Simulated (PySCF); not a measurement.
CH$_{3}$AlF (SMILES [CH3][Al+][F]), charge +1, singlet, geometry from GFN2-xTB (such geometries of metal compounds can be far from the true shape).

PySCF was given this input:
```python
from pyscf import gto, scf, dft

mol = gto.M(
    atom='''
Al   -0.001838   -0.108731    0.073635
C     0.025517    1.509313   -1.022131
H    -0.688191    2.231931   -0.605840
H    -0.259533    1.247208   -2.049214
H     1.039175    1.930213   -1.008245
F    -0.024517   -1.450191    0.982093
''',
    basis='sto-3g',
    charge=1,
    spin=0,
    verbose=4,
)

mf = dft.RKS(mol)
mf.xc = 'blyp'
mf.kernel()
```

Question: What does this run give for the total energy, HOMO energy, HOMO-LUMO gap, number of basis functions, Mulliken (on the basis functions themselves) charges in atom order, nuclear repulsion energy?

Answer: 
```
Quantity                                                                                                             Result
------------------------------------------------------------------  -------------------------------------------------------
total energy                                                                                                   -377.1112 Eh
HOMO energy                                                                                                       -11.99 eV
HOMO-LUMO gap                                                                                                       6.54 eV
number of basis functions                                                                                                22
Mulliken (on the basis functions themselves) charges in atom order  Al1 1.08, C2 -0.37, H3 0.13, H4 0.13, H5 0.13, F6 -0.09
nuclear repulsion energy                                                                                         88.5514 Eh
```
